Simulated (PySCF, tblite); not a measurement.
Question: Write a Z-matrix for InChI=1S/C5H13O2P/c1-3-4-8(2,7)5-6/h6H,3-5H2,1-2H3/t8-/m1/s1 as optimised with GFN2-xTB.

Answer: 
Z-matrix in Å and degrees, rows numbered from 1:
```
C 
C   1  1.5235
C   2  1.5236  1  111.86
P   3  1.8385  2  109.73  1  -172.32
C   4  1.8337  3  107.60  2   -75.57
O   4  1.4716  3  113.49  2    51.43
C   4  1.8581  3  105.19  2   171.58
O   7  1.3979  4  107.31  3   -74.72
H   1  1.0876  2  110.49  3    61.12
H   1  1.0884  2  110.60  3   -58.94
H   1  1.0873  2  110.47  3  -178.95
H   2  1.0931  1  109.48  3   121.51
H   2  1.0925  1  109.93  3  -120.50
H   3  1.0902  2  111.57  1    64.93
H   3  1.0942  2  110.22  1   -55.76
H   5  1.0883  4  107.83  3  -177.18
H   5  1.0877  4  108.32  3    65.70
H   5  1.0853  4  111.99  3   -55.91
H   7  1.0907  4  112.59  3    43.62
H   7  1.1021  4  108.69  3   164.42
H   8  0.9695  7  107.20  4   -43.77
```

The C–P distances run from 1.834 Å (P4–C5, drawn single) to 1.858 Å (P4–C7, drawn single), a spread of 0.024 Å. P4 (phosphoryl phosphorus) is distorted tetrahedral (angles from 105.2° to 113.9°). Of the pairs four or more bonds apart, O6···H21 is among the closest relative to their van der Waals radii: 2.42 Å, 89 % of the sum of Bondi's values.

The geometry is computed with GFN2-xTB (gas phase).

Point group: C1 (no symmetry element, even within 0.4 Å). Its GFN2-xTB frequencies are all real (lowest 53 cm⁻¹). One conformer, not necessarily the lowest (C1–C2–C3–P4 -172°, C2–C3–P4–C5 -76°, C3–P4–C7–O8 -75°, P4–C7–O8–H -44°).
